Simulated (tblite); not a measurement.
Start geometry of `C=CC(C=C)[C@@H](N)[S]` [radical] from a force field or distance geometry (Å):
```
atom  x, y, z in Å
C1     2.409   -0.992   -0.783
C2     1.055   -0.961   -0.801
C3     0.206   -0.070    0.085
C4    -0.445    1.018   -0.792
C5    -0.145    2.314   -0.726
C6    -0.798   -0.897    0.975
N7    -1.562   -0.058    1.891
S8    -2.167   -1.729    0.145
H9     2.946   -1.672   -1.430
H10    2.965   -0.341   -0.122
H11    0.514   -1.637   -1.457
H12    0.867    0.441    0.789
H13   -1.214    0.666   -1.467
H14    0.606    2.692   -0.046
H15   -0.659    3.031   -1.374
H16   -0.194   -1.584    1.595
H17   -2.263   -0.721    2.239
H18   -2.130    0.507    1.267
```

Question: What comes out of this run: GFN2-xTB geometry optimisation, gas phase in tblite 0.8.0?

Answer: 
```
atom  x, y, z in Å
C1     2.3714   -1.0919   -0.7092
C2     1.0611   -0.9698   -0.7959
C3     0.2435   -0.0521    0.0638
C4    -0.4595    0.9554   -0.7997
C5    -0.3481    2.2620   -0.6577
C6    -0.7807   -0.8525    0.8947
N7    -1.4317    0.0050    1.8302
S8    -1.9874   -1.7309   -0.1816
H9     2.9238   -1.7557   -1.3520
H10    2.9482   -0.5305    0.0078
H11    0.4978   -1.5418   -1.5214
H12    0.8890    0.4642    0.7815
H13   -1.0904    0.5324   -1.5713
H14    0.2706    2.7002    0.1085
H15   -0.8644    2.9499   -1.3058
H16   -0.2619   -1.6474    1.4413
H17   -2.1211   -0.4853    2.3872
H18   -1.8691    0.7952    1.3680
```

The energy falls by 11.7 kcal/mol over 96 L-BFGS steps, the largest force on an atom goes from 2.01 to 0.009 eV/Å, and the atoms move by 0.218 Å rms after alignment. The bond that changes most is C3–C4 (ends: carbon bonded to 3 C and H; carbon bonded to 2 C and H), which shortens by 0.041 Å. Bonds longer at the end by more than 0.005 Å: 1 of 17; shorter: 9. Among the angles that change most is N7–C6–S8, from 99.0° to 111.8°. Among the dihedrals that turn most is C2–C3–C4–H13, from 70° to 57°. Rotational constants go from 1991, 1229, 947.5 to 1843, 1386, 1041 MHz. The orientation of the end geometry is arbitrary; only internal coordinates are fixed.

The run took 0.77 s of wall time on one thread, Arm Neoverse V1 (aarch64), on a shared host.

Its GFN2-xTB frequencies are all real (lowest 43 cm⁻¹).

One conformer stands for the species.

These are computed values.
